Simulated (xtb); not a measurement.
xtb input file for hydrogen selenide (H2Se), SMILES [SeH2], GFN2-xTB. 

```
$ xtb mol.xyz --gfn 2 --sp --chrg 0 --uhf 0 --json
$ cat mol.xyz
3

Se     0.00000000     0.00000000     0.05580018
H     -0.00000000    -1.02838221    -0.94860295
H     -0.00000000     1.02838209    -0.94860306
```

It prints:

```
[banner left out]
          |                Calculation Setup                |
           -------------------------------------------------



           -------------------------------------------------
          |                 G F N 2 - x T B                 |
           -------------------------------------------------

        Reference                      10.1021/acs.jctc.8b01176
      * Hamiltonian:
        H0-scaling (s, p, d)           1.850000    2.230000    2.230000
        zeta-weighting                 0.500000
      * Dispersion:
        s8                             2.700000
        a1                             0.520000
        a2                             5.000000
        s9                             5.000000
      * Repulsion:
        kExp                           1.500000    1.000000
        rExp                           1.000000
      * Coulomb:
        alpha                          2.000000
        third order                    shell-resolved
        anisotropic                    true
        a3                             3.000000
        a5                             4.000000
        cn-shift                       1.200000
        cn-exp                         4.000000
        max-rad                        5.000000


          ...................................................
          :                      SETUP                      :
          :.................................................:
          :  # basis functions                  12          :
          :  # atomic orbitals                  11          :
          :  # shells                            5          :
          :  # electrons                         8          :
          :  max. iterations                   250          :
          :  Hamiltonian                  GFN2-xTB          :
          :  restarted?                      false          :
          :  GBSA solvation                  false          :
          :  PC potential                    false          :
          :  electronic temp.          300.0000000     K    :
          :  accuracy                    1.0000000          :
          :  -> integral cutoff          0.2500000E+02      :
          :  -> integral neglect         0.1000000E-07      :
          :  -> SCF convergence          0.1000000E-05 Eh   :
          :  -> wf. convergence          0.1000000E-03 e    :
          :  Broyden damping             0.4000000          :
          :  net charge                          0          :
          :  unpaired electrons                  0          :
          ...................................................

 iter      E             dE          RMSdq      gap      omega  full diag
   1     -4.1928469 -0.419285E+01  0.723E+00    4.76       0.0  T
   2     -4.1931615 -0.314590E-03  0.421E+00    4.58       1.0  T
   3     -4.1932448 -0.833890E-04  0.185E-01    4.36       1.0  T
   4     -4.1932492 -0.433390E-05  0.614E-02    4.37       1.0  T
   5     -4.1932493 -0.111525E-06  0.229E-02    4.37       2.5  T
   6     -4.1932494 -0.618849E-07  0.484E-03    4.37      11.9  T
   7     -4.1932494 -0.789277E-09  0.807E-04    4.37      71.5  T
   8     -4.1932494 -0.777058E-10  0.118E-04    4.37     490.4  T

   *** convergence criteria satisfied after 8 iterations ***

         #    Occupation            Energy/Eh            Energy/eV
      -------------------------------------------------------------
         1        2.0000           -0.7565398             -20.5865
         2        2.0000           -0.4949942             -13.4695
         3        2.0000           -0.4748181             -12.9205
         4        2.0000           -0.3922365             -10.6733 (HOMO)
         5                         -0.2316902              -6.3046 (LUMO)
         6                         -0.1348656              -3.6699
         7                         -0.0400064              -1.0886
         8                         -0.0245211              -0.6673
         9                         -0.0185776              -0.5055
       ...                                ...                  ...
        11                          0.9640030              26.2319
      -------------------------------------------------------------
                  HL-Gap            0.1605463 Eh            4.3687 eV
             Fermi-level           -0.3119634 Eh           -8.4890 eV

 SCC (total)                   0 d,  0 h,  0 min,  0.003 sec
 SCC setup                      ...        0 min,  0.000 sec (  5.704%)
 Dispersion                     ...        0 min,  0.000 sec (  0.941%)
 classical contributions        ...        0 min,  0.000 sec (  0.483%)
 integral evaluation            ...        0 min,  0.000 sec ( 12.355%)
 iterations                     ...        0 min,  0.002 sec ( 66.366%)
 molecular gradient             ...        0 min,  0.000 sec (  9.452%)
 printout                       ...        0 min,  0.000 sec (  4.241%)

         :::::::::::::::::::::::::::::::::::::::::::::::::::::
         ::                     SUMMARY                     ::
         :::::::::::::::::::::::::::::::::::::::::::::::::::::
         :: total energy              -4.179393848153 Eh    ::
         :: gradient norm              0.000004942257 Eh/a0 ::
         :: HOMO-LUMO gap              4.368686602142 eV    ::
         ::.................................................::
         :: SCC energy                -4.193249356507 Eh    ::
         :: -> isotropic ES            0.003602890509 Eh    ::
         :: -> anisotropic ES          0.000371939250 Eh    ::
         :: -> anisotropic XC          0.001664233261 Eh    ::
         :: -> dispersion             -0.000384065251 Eh    ::
         :: repulsion energy           0.013855508354 Eh    ::
         :: add. restraining           0.000000000000 Eh    ::
         :: total charge               0.000000000000 e     ::
         :::::::::::::::::::::::::::::::::::::::::::::::::::::

           -------------------------------------------------
          |                Property Printout                |
           -------------------------------------------------

    * Orbital Energies and Occupations

         #    Occupation            Energy/Eh            Energy/eV
      -------------------------------------------------------------
         1        2.0000           -0.7565398             -20.5865
         2        2.0000           -0.4949942             -13.4695
         3        2.0000           -0.4748181             -12.9205
         4        2.0000           -0.3922365             -10.6733 (HOMO)
         5                         -0.2316902              -6.3046 (LUMO)
         6                         -0.1348656              -3.6699
         7                         -0.0400064              -1.0886
         8                         -0.0245211              -0.6673
         9                         -0.0185776              -0.5055
        10                          0.4317784              11.7493
        11                          0.9640030              26.2319
      -------------------------------------------------------------
                  HL-Gap            0.1605463 Eh            4.3687 eV
             Fermi-level           -0.3119634 Eh           -8.4890 eV

     #   Z          covCN         q      C6AA      α(0)
     1  34 Se       1.851    -0.321   246.742    27.372
     2   1 H        0.925     0.161     1.322     1.798
     3   1 H        0.925     0.161     1.322     1.798

 Mol. C6AA /au·bohr⁶  :        323.980063
 Mol. C8AA /au·bohr⁸  :      19730.329081
 Mol. α(0) /au        :         30.967162


Wiberg/Mayer (AO) data.
largest (>0.10) Wiberg bond orders for each atom

 ---------------------------------------------------------------------------
Note: The following floating-point exceptions are signalling: IEEE_DENORMAL
normal termination of xtb
     #   Z sym  total        # sym  WBO       # sym  WBO       # sym  WBO
 ---------------------------------------------------------------------------
     1  34 Se   1.934 --     2 H    0.967     3 H    0.967
     2   1 H    0.974 --     1 Se   0.967
     3   1 H    0.974 --     1 Se   0.967
 ---------------------------------------------------------------------------

Topologies differ in total number of bonds
Writing topology from bond orders to xtbtopo.mol

molecular dipole:
                 x           y           z       tot (Debye)
 q only:        0.000      -0.000      -0.610
   full:       -0.000      -0.000      -0.589       1.498
molecular quadrupole (traceless):
                xx          xy          yy          xz          yz          zz
 q only:       -1.122       0.000       0.699       0.000      -0.000       0.422
  q+dip:       -1.527       0.000       0.870       0.000       0.000       0.658
   full:       -2.595      -0.000       1.744       0.000      -0.000       0.852


           -------------------------------------------------
          | TOTAL ENERGY               -4.179393848153 Eh   |
          | GRADIENT NORM               0.000004942257 Eh/α |
          | HOMO-LUMO GAP               4.368686602142 eV   |
           -------------------------------------------------

------------------------------------------------------------------------
------------------------------------------------------------------------
 total:
 SCF:
```

The run converged.
